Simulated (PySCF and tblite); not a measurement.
Values are calculated unless marked as measured or tabulated.
C5H3NOS, numbered as in [N:1]#[C:2][c:3]1[cH:4][o:5][c:6]([SH:7])[cH:8]1.

Search: ETKDG, MMFF94s, GFN2-xTB, 60 starts; geometries at GFN2-xTB. Energies: PBE0-D3(BJ)/pcSseg-1, with GFN2-xTB thermal terms (modes under about 100 cm⁻¹ blended into free rotors). Symmetry numbers and mirror images are counted. Conformers within 2.5 kcal/mol (GFN2-xTB free energy) were kept, 5 at most. Programs: PySCF with density fitting and tblite.

Torsions listed: O5–C6–S7–H7.

```tsv
conformer	shape	symmetry	E(GFN2) kcal/mol
1	0°	Cs	0.00
2	180°	Cs	0.51
```

Q: Which of these conformers is the most populated at 298.15 K, and with what share?

A: Conformer 1, about 75 %.

Q: Give the DFT energies and free energies relative to the lowest, and all weights.

A: 
```csv
conformer,shape,E(DFT) kcal/mol,G(298.15 K) kcal/mol,weight %
1,0°,0.00,0.00,74.8
2,180°,0.60,0.64,25.2
```

Q: How does its share change from 250 K to 350 K?

A: From 78 % to 72 %; the mixing entropy goes from 1.03 to 1.19 cal/(mol K).

The minima are those of GFN2-xTB; planar forms about aryl–S or allylic bonds may be saddles in DFT.
